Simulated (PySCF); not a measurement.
C5H15NP2Si.
Structure used (GFN2-xTB), in Å, numbered top down from 1:
```
atom  x, y, z in Å
C1     2.1863    0.0423   -1.4249
N2     1.7757   -0.0496   -0.0416
C3     1.7058    1.2633    0.5535
C4     0.5679   -0.8115    0.0812
C5     0.1131   -1.2222    1.4865
C6    -1.4091   -1.1905    1.3047
Si7   -1.2394   -0.1286   -0.2986
P8    -2.2111   -1.0965   -2.1046
P9    -1.7218    2.0844   -0.1157
H10    1.4321    0.5615   -2.0403
H11    2.3359   -0.9577   -1.8291
H12    3.1264    0.5880   -1.4879
H13    1.4515    1.1857    1.6078
H14    2.6798    1.7437    0.4725
H15    0.9546    1.9040    0.0559
H16    0.7003   -1.7161   -0.5195
H17    0.5014   -2.1924    1.7938
H18    0.4240   -0.4884    2.2267
H19   -1.9421   -0.7734    2.1555
H20   -1.8157   -2.1813    1.1128
H21   -1.6812   -0.1766   -2.9905
H22   -3.3845   -0.3749   -1.9828
H23   -3.0789    1.8756    0.0785
H24   -1.4827    2.1310    1.2473
```

Computed at PBE0/pcSseg-1 (PySCF, non-relativistic), with Q(14N) = 0.02044 b: N2, 14N (I = 1): χzz = -5.949 MHz, η = 0.016.

Task: Where would the pure quadrupole (NQR) lines of 14N at N2 fall for the rigid, isolated species?

Result: From ν± = (3/4)|χ|(1 ± η/3) and ν0 = |χ|η/2: ν+ 4.485 MHz, ν− 4.439 MHz, ν0 0.046 MHz (tertiary amine nitrogen).

In a crystal, neighbours and librations shift these lines. GFN2-xTB frequencies show an imaginary mode (34i cm⁻¹), so this geometry is no minimum at that level. GFN2-xTB bond lengths can be off by several hundredths of an ångström, more for odd bonds, and the gradients follow them. With a basis this small, the couplings can be 20 % off.

One conformer stands for the species.
